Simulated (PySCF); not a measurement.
```xyz
4
charge 0 multiplicity 2, angstrom
Ta   -0.1416    0.0000    0.0713
N     1.0968    0.0000    1.2247
O     0.5467    0.0000   -1.7557
H     1.4822    0.0000   -1.9627
```

All numbers come from UPBE0/[Ta def2-TZVP with ECP60, N def2-TZVP, O def2-TZVP, H def2-TZVP], scalar-relativistic core potentials, density fitting, no spin–orbit coupling, PySCF.

This geometry of TaN(OH) is a stationary point at this level.

**Question.** What is the point group?

**Answer.** Cs.

**Question.** Is it a minimum?

**Answer.** Yes: all harmonic wavenumbers are real.

**Question.** Which band is strongest in the infrared?

**Answer.** 614 cm⁻¹ (a'), 247 km/mol.

**Question.** Give the ideal-gas entropy at 298.15 K and 1 bar by parts.

**Answer.** translation 175.7, rotation 99.5, vibration 14.7, spin 5.8; total 295.6 J/(mol K).

Other isomers or separated fragments may lie lower. With open d or f shells other occupations or spin states may lie lower. At this level a doublet minimum of Cs symmetry lies 126 kJ/mol below this structure. Spin–orbit coupling, left out here, can matter for elements this heavy.
